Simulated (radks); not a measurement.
The nuclear charge of neutral molybdenum is varied continuously with 42 electrons held in [Kr] 4d5 5s1. All-electron calculation, Dirac Kohn-Sham, PBEsol, spin-unpolarised, spherical densities, finite nucleus; open shells are shared between the two j in proportion to 2j + 1; Fermi nuclear charge, rms radius 4.4091 fm. Program: a radial shooting solver on a logarithmic mesh with Libxc functionals. By the Hellmann-Feynman theorem dE/dZ = E(electron-nucleus)/Z, the electronic potential at the nucleus (averaged over a nucleus of fixed radius).

Z      E (hartree)  E(electron-nucleus)/Z (hartree)   HOMO  e(HOMO) (eV)  <r> HOMO (bohr)
41.75  -3988.98643                         -230.944  4d5/2        -1.720            2.144
42     -4046.96252                         -232.864  4d5/2        -3.690            2.013
42.25  -4105.41817                         -234.780  5s1/2        -5.737            3.404
42.5   -4164.35253                         -236.694  5s1/2        -7.502            3.260
42.75  -4223.76504                         -238.606  5s1/2        -9.402            3.132
43     -4283.65529                         -240.516  5s1/2       -11.429            3.018

The central difference of E at Z = 42 is -232.863 hartree, to compare with the third column; the second derivative is -7.67 hartree.
